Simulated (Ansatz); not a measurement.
**Telling isomers of ClGeH5N2 apart by their spectra**

These gas-phase data were calculated for one isomer of ClGeH5N2 at B3LYP-D3(BJ)/def2-SVP (harmonic, unscaled wavenumbers; equilibrium rotational constants with average atomic masses):

| Property | Result |
| --- | --- |
| rotational constants | 4.967, 2.497, 1.778 GHz |
| all wavenumbers above 1500 cm⁻¹ | 3551, 3537, 3432, 2166, 2149, 1658 |

Candidates:

(1) `[NH]=[Ge@H-]([NH3+])[Cl]`, a singlet
(2) `N[NH][GeH2][Cl]`, a singlet
(3) `[NH2][GeH]([NH2])[Cl]`, a singlet

Q: Which candidate do the data belong to?

A: Candidate (2). 3 modes lie between 3250 and 3800 cm⁻¹, one for each N–H bond, while (1) has 4, (3) has 4.

The same quantities for all candidates:

|  | rotational constants (GHz) | wavenumbers above 1500 cm⁻¹ | E above the lowest, B3LYP-D3(BJ)/def2-SVP (kcal/mol) |
| --- | --- | --- | --- |
| (1) | 5.358, 2.537, 2.048 | 3579, 3532, 3526, 3395, 2057, 1607, 1582 | 39.0 |
| (2) | 4.967, 2.497, 1.778 | 3551, 3537, 3432, 2166, 2149, 1658 | 40.2 |
| (3) | 5.333, 2.689, 2.075 | 3631, 3621, 3533, 3529, 2177, 1553, 1537 | 0.0 |

Harmonic stretches to hydrogen usually lie a few per cent above observed fundamentals. Each candidate is one conformer. Programs: Ansatz 0.2.0.
